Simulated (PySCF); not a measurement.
Isomers of C4H10NSi2 (doublet state). The calculation used PySCF, PBE0-D3(BJ)/def2-SVP geometry optimisation, gas phase. One conformer each; no zero-point energy, no entropy. No frequencies were run at this level. Point groups hold within 0.08 Å. The open-shell SCF solutions weren't tested for stability.

Question: Order them by energy at this level, lowest first, and give relative energies in kcal/mol.
A. `[CH2:1]=[CH:2]/[CH:3]=[CH:4]\[N:5]([SiH2:6])[SiH3:7]` (doublet state) with C1–C2–C3–C4 -176°, C3–C4–N5–Si6 29°, C4–N5–Si6–H 38° and 157°
B. `[CH2:1]=[CH:2]/[C:3]=[CH:4]/[N:5]([SiH3:6])[SiH3:7]` (doublet state) with C3–C4–N5–Si6 -174°

Answer: A (0.0), B (13.3).

Both arise from one parent by loss of a hydrogen atom (C=C/C=C\N([SiH2])[SiH3]: H removed from Si; C=C/[C]=C/N([SiH3])[SiH3]: H removed from sp2 C), so the differences are those of the electronic X–H dissociation energies at this level.

```
                   SMILES      E (Eh)  E rel (kcal/mol)  dipole (D)  point group       A, B, C (MHz)   ⟨S²⟩
  C=C/C=C\N([SiH2])[SiH3]  -791.29173               0.0        0.79           C1  3165, 987.2, 796.8  0.753
C=C/[C]=C/N([SiH3])[SiH3]  -791.27061              13.3        0.15           C1  3269, 888.4, 742.5  0.791
```

How do the relative energies change in single points at B3LYP/IGLO-III on C N Si, pcH-1 on H (no added dispersion term) on the same geometries?

| SMILES | PBE0-D3(BJ)/def2-SVP (kcal/mol) | B3LYP/IGLO-III on C N Si, pcH-1 on H (kcal/mol) | shift |
| --- | --- | --- | --- |
| C=C/C=C\N([SiH2])[SiH3] | 0.0 | 0.0 | 0.0 |
| C=C/[C]=C/N([SiH3])[SiH3] | 13.3 | 10.0 | -3.3 |

Each column counts from its own lowest isomer. The order is unchanged; the largest shift is 3.3 kcal/mol.
